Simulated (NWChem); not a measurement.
# C$_{4}$H$_{7}$F; SMILES C[C@H](F)C=C

```xyz
12

C      0.0186     1.9288     0.2677
C     -0.6059     0.8810    -0.2663
C      0.0078    -0.4764    -0.4235
C     -0.7489    -1.5568     0.3239
F      1.3128    -0.4618     0.0213
H      1.0487     1.8423     0.6224
H     -0.4774     2.8977     0.3625
H     -1.6374     0.9711    -0.6277
H      0.0375    -0.7293    -1.5016
H     -0.2633    -2.5325     0.1780
H     -1.7863    -1.6266    -0.0355
H     -0.7674    -1.3271     1.3995
```
Atoms are numbered in this order, from 1.

Computed with NWChem. All runs use the structure optimised with PBE0/def2-SVP. Total energies compare along this basis series because the functional is fixed.

| level | basis functions | energy (Ha) | highest occupied level (eV) | orbital gap (eV) | dipole (D) |
|---|---|---|---|---|---|
| B3LYP/def2-SVP | 105 | -256.2668 | … | … | … |
| B3LYP/def2-SVPD | 159 | -256.2869 | -7.45 | 7.25 | 1.82 |
| B3LYP/def2-TZVP | 197 | -256.5670 | -7.40 | 7.26 | 1.73 |
| B3LYP/def2-TZVPP | 253 | -256.5698 | -7.40 | 7.25 | 1.73 |

Some entries are withheld; supply them.


- B3LYP/def2-SVP, highest occupied level (eV): -7.29
- B3LYP/def2-SVP, orbital gap (eV): 7.43
- B3LYP/def2-SVP, dipole (D): 1.65
